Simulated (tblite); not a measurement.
Species: C₈H₁₆BP.
Numbering: `[BH3-:1][P@+:2]([CH2:3][CH3:4])([CH2:5][C:6]#[CH:7])[CH:8]1[CH2:9][CH2:10]1` (hydrogens: H11, H12, H13 on B1; H14, H15 on C3; H16, H17, H18 on C4; H19, H20 on C5; H21 on C7; H22 on C8; H23, H24 on C9; H25, H26 on C10)
Bond orders are those of one Lewis drawing.

Computed with GFN2-xTB (tblite), gas phase: L-BFGS steps from a force-field or distance-geometry start until the largest atomic force falls under 0.01 eV/Å.

Step 14: E = -787.6498 eV
```
atom  x, y, z in Å  |  force x, y, z in eV/Å
B1      0.6705   -0.9921   -2.1545   -0.019   0.024   0.000
P2     -0.0248    0.0131   -0.6738    0.102  -0.125  -0.125
C3     -1.8790    0.0489   -0.7571    0.030   0.005  -0.077
C4     -2.7275    0.3412    0.4707   -0.023  -0.009   0.072
C5      0.5067    1.8045   -0.7224   -0.037  -0.080  -0.041
C6      1.0392    2.3139    0.5142   -0.118  -0.042  -0.208
C7      1.5123    2.7328    1.5291    0.075   0.055   0.182
C8      0.5502   -0.5157    0.9795   -0.147  -0.024  -0.013
C9      0.5799   -1.9838    1.3123   -0.225   0.146   0.000
C10     1.8374   -1.2972    0.9289    0.017   0.092  -0.026
H11     1.8353   -0.7698   -2.2063    0.169   0.058   0.027
H12     0.4202   -2.1293   -1.9175   -0.062  -0.134   0.009
H13     0.0999   -0.5880   -3.1158   -0.125   0.085  -0.053
H14    -2.1426   -0.9351   -1.1604    0.015   0.007   0.053
H15    -2.0842    0.7712   -1.5574   -0.055  -0.013   0.047
H16    -2.5228    1.3205    0.8985    0.146  -0.032   0.001
H17    -2.5717   -0.4228    1.2278    0.097   0.051   0.090
H18    -3.7842    0.3181    0.2029    0.033   0.003  -0.063
H19     1.2937    1.8375   -1.4859   -0.045   0.035   0.013
H20    -0.3390    2.4064   -1.0691    0.022   0.043   0.040
H21     1.9345    3.0903    2.4192   -0.010   0.038   0.032
H22     0.3849    0.1929    1.7844    0.065  -0.034  -0.009
H23     0.1125   -2.6614    0.6169    0.087  -0.108  -0.114
H24     0.4388   -2.2603    2.3457   -0.029   0.000   0.064
H25     2.6087   -1.1170    1.6550   -0.002   0.043   0.273
H26     2.2300   -1.4962   -0.0517    0.040  -0.083  -0.175
```

Step 15: E = -787.6637 eV
```
atom  x, y, z in Å  |  force x, y, z in eV/Å
B1      0.6771   -0.9974   -2.1774   -0.052   0.046   0.043
P2     -0.0162    0.0074   -0.6870    0.053  -0.145  -0.094
C3     -1.8698    0.0481   -0.7492   -0.041  -0.027  -0.079
C4     -2.7174    0.3429    0.4802    0.026   0.015   0.055
C5      0.5041    1.7984   -0.7177   -0.005  -0.029  -0.077
C6      1.0375    2.3063    0.5183   -0.071   0.020  -0.063
C7      1.5090    2.7361    1.5308    0.018  -0.001   0.061
C8      0.5456   -0.5119    0.9711   -0.126  -0.083   0.000
C9      0.5722   -1.9788    1.3084   -0.244   0.111  -0.010
C10     1.8321   -1.2930    0.9389    0.069   0.076  -0.004
H11     1.8419   -0.7777   -2.2307    0.155   0.064   0.029
H12     0.4217   -2.1329   -1.9471   -0.052  -0.166   0.053
H13     0.0979   -0.5961   -3.1338   -0.109   0.128  -0.059
H14    -2.1467   -0.9318   -1.1478    0.036  -0.087   0.035
H15    -2.0851    0.7619   -1.5511   -0.051   0.074   0.001
H16    -2.5109    1.3216    0.9064    0.145   0.003   0.004
H17    -2.5585   -0.4171    1.2405    0.069   0.033   0.073
H18    -3.7737    0.3229    0.2086    0.058  -0.017  -0.032
H19     1.2862    1.8521   -1.4822    0.020   0.007  -0.038
H20    -0.3433    2.3972   -1.0598   -0.044   0.078   0.040
H21     1.9297    3.0984    2.4192   -0.003   0.040   0.042
H22     0.3724    0.1961    1.7741    0.051  -0.014  -0.011
H23     0.1194   -2.6625    0.6103    0.048  -0.111  -0.116
H24     0.4255   -2.2497    2.3414   -0.060  -0.025   0.089
H25     2.5877   -1.1208    1.6817    0.050   0.085   0.268
H26     2.2404   -1.4969   -0.0330    0.060  -0.076  -0.213
```

Step 16: E = -787.6755 eV
```
atom  x, y, z in Å  |  force x, y, z in eV/Å
B1      0.6828   -1.0020   -2.1992   -0.050   0.021   0.039
P2     -0.0074   -0.0004   -0.7013   -0.024  -0.096  -0.034
C3     -1.8614    0.0467   -0.7427   -0.090  -0.053  -0.065
C4     -2.7065    0.3447    0.4903    0.085   0.028   0.018
C5      0.5015    1.7921   -0.7146    0.022   0.036  -0.084
C6      1.0350    2.2995    0.5223   -0.015   0.071   0.076
C7      1.5055    2.7390    1.5327   -0.042  -0.059  -0.064
C8      0.5391   -0.5095    0.9629   -0.048  -0.105  -0.002
C9      0.5605   -1.9725    1.3044   -0.143   0.023  -0.020
C10     1.8283   -1.2879    0.9487    0.062   0.018   0.030
H11     1.8508   -0.7845   -2.2544    0.076   0.056   0.030
H12     0.4223   -2.1393   -1.9754   -0.027  -0.131   0.076
H13     0.0941   -0.6019   -3.1524   -0.067   0.147  -0.024
H14    -2.1500   -0.9305   -1.1349    0.048  -0.159   0.012
H15    -2.0869    0.7543   -1.5449   -0.044   0.130  -0.033
H16    -2.4965    1.3230    0.9144    0.136   0.031   0.000
H17    -2.5443   -0.4110    1.2543    0.040   0.019   0.046
H18    -3.7623    0.3272    0.2138    0.084  -0.029   0.011
H19     1.2795    1.8665   -1.4794    0.065  -0.016  -0.077
H20    -0.3486    2.3895   -1.0499   -0.082   0.084   0.040
H21     1.9249    3.1070    2.4200   -0.009   0.030   0.024
H22     0.3609    0.1990    1.7637    0.027   0.007  -0.020
H23     0.1269   -2.6654    0.6020    0.019  -0.076  -0.076
H24     0.4112   -2.2397    2.3386   -0.091  -0.038   0.058
H25     2.5677   -1.1228    1.7124    0.025   0.104   0.164
H26     2.2517   -1.4986   -0.0179    0.044  -0.042  -0.126
```

Problem. Estimate the geometry and energy of step 17. (The exact step hangs on the optimiser's Hessian estimate; all steps are aligned on step 16, rigid shifts and turns removed.)

Solution. E = -787.6824 eV, largest force 0.172 eV/Å
```
atom  x, y, z in Å  |  force x, y, z in eV/Å
B1      0.6852   -1.0042   -2.2102   -0.029  -0.020   0.008
P2     -0.0031   -0.0060   -0.7096   -0.066  -0.017   0.009
C3     -1.8582    0.0450   -0.7408   -0.086  -0.055  -0.050
C4     -2.6988    0.3460    0.4962    0.110   0.023  -0.012
C5      0.5003    1.7891   -0.7145    0.022   0.067  -0.060
C6      1.0328    2.2964    0.5244    0.004   0.073   0.098
C7      1.5035    2.7398    1.5339   -0.058  -0.072  -0.096
C8      0.5343   -0.5097    0.9583    0.016  -0.070  -0.016
C9      0.5515   -1.9686    1.3018   -0.013  -0.068  -0.012
C10     1.8270   -1.2847    0.9543    0.022  -0.041   0.047
H11     1.8571   -0.7870   -2.2662   -0.014   0.041   0.030
H12     0.4219   -2.1449   -1.9896   -0.002  -0.062   0.071
H13     0.0904   -0.6022   -3.1623   -0.022   0.136   0.023
H14    -2.1511   -0.9326   -1.1278    0.045  -0.166  -0.003
H15    -2.0891    0.7522   -1.5418   -0.038   0.120  -0.035
H16    -2.4856    1.3244    0.9186    0.126   0.035  -0.010
H17    -2.5356   -0.4072    1.2629    0.029   0.016   0.022
H18    -3.7539    0.3290    0.2164    0.089  -0.025   0.047
H19     1.2768    1.8741   -1.4793    0.070  -0.024  -0.084
H20    -0.3527    2.3869   -1.0439   -0.073   0.063   0.038
H21     1.9219    3.1123    2.4207   -0.022   0.014  -0.003
H22     0.3558    0.2006    1.7576    0.006   0.010  -0.033
H23     0.1323   -2.6688    0.5956    0.007  -0.029  -0.027
H24     0.4019   -2.2346    2.3378   -0.108  -0.040   0.000
H25     2.5562   -1.1220    1.7325   -0.026   0.098   0.046
H26     2.2580   -1.5008   -0.0117    0.014  -0.006   0.001
```

The energy changes by -0.0069 eV. The first-order estimate −F·Δx gives -0.0098 eV and the mean of the old and new forces, exact on a quadratic surface, -0.0069 eV. The step makes an angle of 71° with the force vector and moves no atom by more than 0.023 Å.

What follows is the cost of the whole relaxation. Hardware: one thread of an Arm Neoverse V2, no GPU, shared host with 96 logical CPUs at a one-minute load of 33. Cost: 1.7 s wall.
